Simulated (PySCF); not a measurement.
Compound: C4H4F2O3.
Numbering: `[CH2:1]=[C:2]([F:3])[O:4][C@H:5]([F:6])[C:7](=[O:8])[OH:9]` (hydrogens: H10, H11 on C1; H12 on C5; H13 on O9)

The geometry is computed with GFN2-xTB (gas phase).

Q: List the bond lengths, angles and torsions at this level.

A: 
| bond | length (Å) | order |
| --- | --- | --- |
| C1=C2 | 1.317 | double |
| C2–F3 | 1.353 | single |
| C2–O4 | 1.349 | single |
| O4–C5 | 1.391 | single |
| C5–F6 | 1.356 | single |
| C5–C7 | 1.550 | single |
| C7=O8 | 1.195 | double |
| C7–O9 | 1.322 | single |
| C1–H10 | 1.072 | single |
| C1–H11 | 1.071 | single |
| C5–H12 | 1.105 | single |
| O9–H13 | 0.972 | single |

Orders are formal, as drawn. A selection of angles:
| angle | degrees |
| --- | --- |
| C1–C2–F3 | 121.5 |
| C1–C2–O4 | 125.2 |
| F3–C2–O4 | 113.1 |
| C2–O4–C5 | 117.3 |
| O4–C5–F6 | 106.3 |
| O4–C5–C7 | 111.9 |
| F6–C5–C7 | 108.9 |
| C5–C7–O8 | 123.8 |
| C5–C7–O9 | 110.5 |
| O8–C7–O9 | 125.6 |
| H13–O9–C7 | 111.4 |

Torsions: C1–C2–O4–C5 -160° (antiperiplanar); C2–O4–C5–F6 177° (antiperiplanar); O4–C5–C7–O8 0° (synperiplanar); H13–O9–C7–C5 -178° (antiperiplanar).

The 2 C–C bonds span 1.317 Å (C1=C2, drawn double) to 1.550 Å (C5–C7, drawn single), a spread of 0.233 Å. The C–O distances run from 1.195 Å (C7=O8, drawn double) to 1.391 Å (O4–C5, drawn single), a spread of 0.196 Å. Of the pairs four or more bonds apart, C2···O8 is among the closest relative to their van der Waals radii: 2.81 Å, 87 % of the sum of Bondi's values. O4 (ether oxygen) is bent (angle 117.3°).

Point group: C1 (no symmetry element, even within 0.4 Å). No GFN2-xTB frequencies stand behind this structure, so it isn't proved a minimum. The numbers are those of one conformer (C1–C2–O4–C5 -160°, C2–O4–C5–F6 177°, O4–C5–C7–O8 0°, C5–C7–O9–H -178°).
